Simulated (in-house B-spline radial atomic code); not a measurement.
A fraction x of an electron is removed from 3p in the chromium ion Cr⁴⁺, starting from [Ar] 3d2 and keeping the highest spin. All numbers are computed (scalar-relativistic (X2C) RPBE, spin-polarised, spherical fractional occupations; Fermi nucleus of rms radius 3.6452 fm) with an all-electron radial atomic-structure program (B-spline basis), not measured.

| x | E(x) - E(0) (eV) | 3p down level (eV) |
| --- | --- | --- |
| 0 | 0.0000 | -101.973 |
| 0.1 | 10.3003 | -104.034 |
| 0.2 | 20.8071 | -106.105 |
| 0.33 | 34.7765 | -108.812 |
| 0.42 | 44.6543 | -110.696 |
| 0.5 | ? | ? |
| 0.62 | 67.2142 | -114.909 |
| 0.65 | 70.6710 | -115.544 |
| 0.77 | 84.6890 | -118.092 |
| 0.96 | ? | ? |
| 1 | 112.4145 | -123.006 |

**Question.** What belongs in the row x = 0.5?

**Answer.** An energy change of 53.5772 eV; 3p down at -112.377 eV.

**Question.** What belongs in the row x = 0.96?

**Answer.** An energy change of 107.5114 eV; 3p down at -122.149 eV.

**Question.** Check Janak's theorem between x = 0.1 and 0.2.

**Answer.** The slope of the energy is 105.07 eV; the orbital levels give 105.07 eV (-ε of the emptying orbital, averaged over the two points).
